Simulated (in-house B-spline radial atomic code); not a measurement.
## K³⁺: [Ne] 3s2 3p3 5g1 (an excited or competing configuration)

All numbers are computed (Dirac-Hartree-Fock, average of configuration; Fermi nucleus of rms radius 3.4349 fm) with an all-electron radial atomic-structure program (B-spline basis), not measured.

Effective charges: Z_r = [3n² - l(l+1)]/(2<r>) from the radius, Z_e = n√(-2ε) from the energy, and Slater's rules. Values are occupation-weighted means over j.

| shell | electrons | ε (eV) | <r> (bohr) | Z_r | Z_e | Slater |
| --- | --- | --- | --- | --- | --- | --- |
| 1s | 2 | -3712.7 | 0.08095 | 18.53 | 16.52 | 18.70 |
| 2s | 2 | -456.27 | 0.3828 | 15.67 | 11.58 | 14.85 |
| 2p | 6 | -372.43 | 0.3481 | 14.37 | 10.46 | 14.85 |
| 3s | 2 | -94.689 | 1.176 | 11.48 | 7.91 | 8.80 |
| 3p | 3 | -75.257 | 1.249 | 10.01 | 7.06 | 8.80 |
| 5g | 1 | -8.711 | 6.868 | 4.00 | 4.00 | - |

The least bound orbital is 5g9/2 at -8.711 eV, and it is also the most diffuse (<r> = 6.868 bohr).

Spin-orbit splittings of the orbital energies (j = l + 1/2 above j = l - 1/2 when positive): 2p 2.992 eV, 3p 0.3582 eV, 5g 6.729e-05 eV.

For the 1s electron the small component carries 0.46 % of the norm, the zero-frequency Breit interaction raises the level by 3.043 eV, self-energy by 1.396 eV, and vacuum polarisation lowers it by 0.1005 eV.
